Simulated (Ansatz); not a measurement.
This geometry of a periodic cell of 13 atoms, Ti$_{12}$H (host Ti, host structure hcp, interstitial H) is a first-order saddle point.

The calculation used DFT PBE-D3(BJ), scalar-relativistic, plane waves, PAW (Ansatz). Settings: cutoff 420 eV, k mesh 3x2x4, fermi-dirac smearing 0.05 eV, no spin polarisation.

```xyz
13
Lattice="5.9000 0.0000 0.0000 -4.4250 7.6643 0.0000 0.0000 0.0000 4.6846" Properties=species:S:1:pos:R:3
Ti -0.020 -0.033 0.001
Ti -0.075 1.634 2.343
Ti -1.479 2.533 0.001
Ti -1.474 4.245 2.344
Ti -2.935 5.138 0.002
Ti -2.930 6.841 2.344
Ti 2.961 0.002 0.002
Ti 3.017 1.648 2.344
Ti 1.468 2.553 0.001
Ti 1.489 4.393 2.344
Ti -0.013 5.109 0.002
Ti -0.026 6.787 2.344
H 1.468 2.583 2.344
```

(1) Which two structures does it join? (They come from a converged band through this point; their orientation in space is the band's.)

(2) How far does it lie above each of them?

Answers

(1) The atom that moves furthest is H13, by 1.03 Å.

Initial state:

```xyz
13
Lattice="5.9000 0.0000 0.0000 -4.4250 7.6643 0.0000 0.0000 0.0000 4.6846" Properties=species:S:1:pos:R:3
Ti -0.017 -0.027 0.052
Ti -0.039 1.666 2.317
Ti -1.476 2.536 0.010
Ti -1.477 4.260 2.334
Ti -2.936 5.137 -0.003
Ti -2.944 6.822 2.366
Ti 2.961 -0.005 0.035
Ti 2.986 1.671 2.314
Ti 1.473 2.545 0.027
Ti 1.483 4.333 2.286
Ti -0.014 5.117 0.009
Ti -0.012 6.803 2.377
H 1.473 2.574 2.857
```

Final state:

```xyz
13
Lattice="5.9000 0.0000 0.0000 -4.4250 7.6643 0.0000 0.0000 0.0000 4.6846" Properties=species:S:1:pos:R:3
Ti -0.019 -0.028 -0.050
Ti -0.043 1.665 2.367
Ti -1.479 2.536 -0.008
Ti -1.478 4.261 2.353
Ti -2.937 5.138 0.007
Ti -2.944 6.824 2.321
Ti 2.959 -0.004 -0.031
Ti 2.985 1.672 2.374
Ti 1.470 2.544 -0.023
Ti 1.483 4.334 2.402
Ti -0.015 5.116 -0.005
Ti -0.014 6.802 2.311
H 1.471 2.575 1.832
```

(2) 0.118 eV above the first and 0.118 eV above the second. This is the barrier of this one path; another mechanism may lie lower. Limits of this set-up: coarse k mesh, odd electron count without spin.

The run took 2.4 min on 4 threads of AMD EPYC 9R45 96-Core Processor (Zen 5) (shared host), peak memory 2.2 GiB.
